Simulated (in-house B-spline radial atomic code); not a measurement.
Settings and results of a run for Te7+. Level of theory: non-relativistic BHandHLYP, spin-polarised, spherical fractional occupations, exact exchange averaged over the configuration, point nucleus; calculated with a B-spline radial code for spherical atoms.

Command:
```bash
python run_scf.py task.json out
```
Settings:
```
Z                52
configuration    [Kr] 4d9
hamiltonian      nr
method           bhandhlyp
spin_polarised   True
exact_exchange   averaged over the configuration
```

Output (hartree, bohr):
```
 radial grid: 48 intervals, B-splines of order 8, outer radius 13.5065 bohr

 iter        energy (Eh)    residual
    1       -6576.201408    1.13e+00
    2       -6594.999185    5.82e-01
    3       -6601.329430    1.71e-01
    4       -6601.807425    4.76e-02
    5       -6601.832168    2.08e-02
    6       -6601.840749    2.18e-03
    7       -6601.840801    1.13e-04
    8       -6601.840801    8.54e-06
    9       -6601.840801    4.61e-07

 total energy                     -6601.84080
 kinetic                            6599.7733
 electron-nucleus                 -15516.8388
 Hartree                            2483.3808
 exact exchange                      -82.7827
 exchange-correlation                -85.3734

 orbital      occ     eigenvalue          <r>       <r^2>       <1/r>       r_max
 1s up      1.000     -1127.7638    0.0292373  0.00114333     51.4724     0.01937
 1s down    1.000     -1127.7636    0.0292373  0.00114332     51.4724     0.01937
 2s up      1.000      -173.6604      0.12593   0.0186245     11.8079       0.107
 2s down    1.000      -173.6410     0.125926   0.0186233     11.8084       0.107
 2p up      3.000      -163.0110     0.107392    0.014021     11.8033     0.08374
 2p down    3.000      -162.9936     0.107386   0.0140193     11.8039     0.08373
 3s up      1.000       -38.1031     0.334736    0.127855     4.30222       0.305
 3s down    1.000       -38.0944     0.334671    0.127792     4.30267       0.305
 3p up      3.000       -33.6227     0.325503    0.122686     4.22273      0.2918
 3p down    3.000       -33.6125     0.325433    0.122616     4.22305      0.2918
 3d up      5.000       -25.3527     0.296228    0.103688      4.0839      0.2383
 3d down    5.000       -25.3323     0.296456    0.103869     4.08139      0.2384
 4s up      1.000        -9.6456     0.786929    0.697532     1.74555      0.7251
 4s down    1.000        -9.5740      0.78699    0.697751     1.74549      0.7248
 4p up      3.000        -8.0473     0.821128    0.765051     1.64875      0.7456
 4p down    3.000        -7.9648      0.82161    0.766134     1.64776      0.7453
 4d up      5.000        -5.2889     0.917122    0.972343     1.43019      0.7951
 4d down    4.000        -5.2407     0.918882    0.976904     1.42948      0.7955
```

Cost of the run: 0.22 s on 1 thread of Intel(R) Xeon(R) 6975P-C, on a shared host.
